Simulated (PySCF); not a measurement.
Simulated C 1s region for `C[C@@]1(CF)COBO1`, binding energy against the vacuum level.

Every computed line was given a Gaussian of 0.7 eV full width at half maximum and an area set by the number of equivalent atoms; the highest printed point is 100. Theory: PySCF 2.14.0, delta-SCF UKS SCAN, pcX-2 on the ionised atom, pcseg-1 elsewhere, spin-free X2C.

(binding energy (eV), intensity): (290.1, 0), (290.2, 1), (290.3, 2), (290.4, 4), (290.5, 8), (290.6, 15), (290.7, 24), (290.8, 34), (290.9, 43), (291.0, 49), (291.1, 50), (291.2, 45), (291.3, 37), (291.4, 27), (291.5, 17), (291.6, 10), (291.7, 6), (291.8, 6), (291.9, 8), (292.0, 15), (292.1, 26), (292.2, 41), (292.3, 60), (292.4, 78), (292.5, 93), (292.6, 100), (292.7, 99), (292.8, 93), (292.9, 84), (293.0, 75), (293.1, 69), (293.2, 64), (293.3, 58), (293.4, 50), (293.5, 40), (293.6, 29), (293.7, 19), (293.8, 11), (293.9, 6), (294.0, 3), (294.1, 1), (294.2, 0), (294.3, 0)

**Question.** Count the maxima, the lines and the sites behind this envelope.

**Answer.** The curve has 2 maxima (at 291.1 and 292.6 eV). Under it lie 4 lines from 4 inequivalent carbon sites. At this width some lines have no maximum of their own.

**Question.** Decompose the envelope and assign each component. Numbering: `[CH3:1][C@@:2]1([CH2:3][F:4])[CH2:5][O:6][BH:7][O:8]1`.

**Answer.** 
| position (eV) | relative area | line | atoms | environment |
| --- | --- | --- | --- | --- |
| 291.06 | 1 | C 1s | C1 | methyl carbon |
| 292.52 | 1 | C 1s | C5 | sp3 carbon bound to oxygen |
| 292.69 | 1 | C 1s | C2 | sp3 carbon bound to oxygen |
| 293.28 | 1 | C 1s | C3 | sp3 C–F carbon |

Lowest listed C 1s: C1, bonded to C and 3 H. Highest, 2.22 eV above it: C3, bonded to F, C and 2 H. The widest gap between neighbouring values is 1.46 eV, between 291.06 and 292.52 eV.

The curve has no shake-up lines and no vibrational structure. Isolated species at its PBE0-D3(BJ)/def2-SVP geometry (one conformer only).

Time: 97 s of wall time; peak memory 0.76 GiB. Hardware: one thread of an Arm Neoverse V2 (shared host).

The values belong to the conformer `[CH3:1][C@@:2]1([CH2:3][F:4])[CH2:5][O:6][BH:7][O:8]1`: C1–C2–C3–F4 61°.
